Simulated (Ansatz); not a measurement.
Species: MoO (charge 0, quintet). The spin state was set by rule; other spins were not relaxed. SMILES: [O]=[Mo]
Coordinates optimised at B3LYP-D3(BJ)/def2-TZVP (Ansatz, a program for electronic structure):
```xyz
2

Mo     0.0000     0.0000    -0.2716
O      0.0000     0.0000     1.4261
```
Charge 0, spin multiplicity 5.

Give the harmonic wavenumbers at B3LYP-D3(BJ)/def2-TZVP (Ansatz, finite differences of forces, unscaled).

966 cm⁻¹. Zero-point energy 1.4 kcal/mol.

From these and the geometry, give the ideal-gas thermochemistry at 298.15 K and 1 atm (rigid rotor, harmonic oscillator).

Point group C∞v, rotational symmetry number 1. Rotational constants 12.79, 12.79 GHz. S(trans) 40.05, S(rot) 14.28, S(vib) 0.11, S(elec, spin only) 3.20, S 57.6 cal/(mol K). H(298) - H(0) 2.10 kcal/mol; G - E(el) -13.7 kcal/mol.
